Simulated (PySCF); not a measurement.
Exercise with solution: entropy of an ideal gas

SbH2Cl, SMILES [Cl][SbH2].

The structure is a stationary point at PBE0-D3(BJ)/def2-TZVP. The def2 effective core potentials stand for the cores of Sb; spin–orbit coupling is left out.

PBE0-D3(BJ)/def2-TZVP (PySCF) gives the harmonic wavenumbers 364, 616, 638, 841, 1953, 1960 cm⁻¹ and the rotational temperatures 4.1645, 0.1554, 0.1552 K. The molar mass is 159.23 g/mol, the symmetry number 1, the spin multiplicity 1.

**Question.** Work out the entropy at 298.15 K and 1 atm in the rigid-rotor, harmonic-oscillator model.

**Answer.** 
Translation (Sackur–Tetrode at 1 atm): S = R[1.5 ln M + 2.5 ln T − 1.16487] = 172.0 J/(mol K).
Rotation: q = (√π/σ) T^1.5/√(θA θB θC) = 28800, S = R[ln q + 3/2] = 97.8 J/(mol K).
Vibration: with u = 1.4388 ν/T, each mode gives R[u/(e^u − 1) − ln(1 − e^−u)]:
```csv
ν (cm⁻¹),modes,u,S (J/(mol K))
364,1,1.76,4.62
616,1,2.97,1.77
638,1,3.08,1.63
841,1,4.06,0.74
1953,1,9.42,0.01
1960,1,9.46,0.01
```
These are all the modes. Sum 8.8 J/(mol K).
Spin: R ln 1 = 0.0 J/(mol K).
Total 278.6 J/(mol K); the program's own thermochemistry gives 278.6. Translation makes up 62 % and vibration 3 %. Anharmonicity, hindered rotation and orbital degeneracy are left out.
